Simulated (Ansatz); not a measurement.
Consider the substitution at a C–C bond: `FC(F)CC(F)(F)C(F)(F)F` + H–F → `FCC(F)(F)C(F)(F)F` + difluoromethane.

Computed with Ansatz on PBE0-D4/def2-TZVP structures; ΔE is electronic, products minus reactants. CCSD(T)/CBS is the MP2 limit (def2-TZVPP, def2-QZVPP) plus CCSD(T) − MP2 in def2-TZVPP, frozen cores. This one scheme is used for every species. Functionals use def2-TZVPP. B3LYP here is the variant with VWN-RPA as its local correlation; programs differ in this. HSE06 is defined as in plane-wave codes. One conformer a species, not always the lowest.

```
             level  ΔE (kcal/mol)  difference from CCSD(T)/CBS
       LDA (SPW92)           19.2                          0.3
         revPBE-D4           16.5                         -2.4
           BLYP-D4           14.4                         -4.5
         r2SCAN-D4           16.7                         -2.2
            B97M-V           16.4                         -2.5
           PBE0-D4           17.1                         -1.8
          B3LYP-D4           15.2                         -3.7
        r2SCANh-D4           17.0                         -1.9
        r2SCAN0-D4           17.4                         -1.5
          BHLYP-D4           15.5                         -3.4
      CAM-B3LYP-D4           15.6                         -3.3
           ωB97X-V           16.3                         -2.6
           ωB97M-V           17.3                         -1.6
            B2PLYP           15.3                         -3.6
               PBE           14.7                         -4.2
            revPBE           12.8                         -6.1
              BLYP           11.4                         -7.5
            r2SCAN           16.2                         -2.7
              PBE0           15.7                         -3.2
             B3LYP           12.8                         -6.1
           r2SCANh           16.5                         -2.4
           r2SCAN0           16.8                         -2.1
             HSE06           15.7                         -3.2
             BHLYP           13.7                         -5.2
         CAM-B3LYP           14.2                         -4.7
           LC-ωPBE           16.0                         -2.9
RPA@PBE/def2-TZVPP           16.3                         -2.6
       HF/def2-SVP           11.7                         -7.2
      MP2/def2-SVP           19.5                          0.6
     CCSD/def2-SVP           17.0                         -1.9
  CCSD(T)/def2-SVP           17.6                         -1.3
     HF/def2-TZVPP           11.2                         -7.7
    MP2/def2-TZVPP           19.9                          1.0
SCS-MP2/def2-TZVPP           17.2                         -1.7
CCSD(T)/def2-TZVPP           18.1                         -0.8
     HF/def2-QZVPP           11.1                         -7.8
    MP2/def2-QZVPP           20.4                          1.5
SCS-MP2/def2-QZVPP           17.7                         -1.2
     MP2/CBS(def2)           20.8                          1.9
    CCSD/CBS(def2)           18.1                         -0.8
       CCSD(T)/CBS           18.9                            0
```

Largest T1 diagnostic among the species: 0.012.

Leaving LDA and LC-ωPBE aside and taking each functional with its dispersion term where it has one, the values, not all of them listed here, spread over 3.5 kcal/mol, from BLYP-D4 to PBE-QIDH. LDA lies +4.4 kcal/mol from PBE without D4. From BLYP to BHLYP (50 % exact exchange), in def2-TZVPP and without D4, ΔE moves by +2.3 kcal/mol.
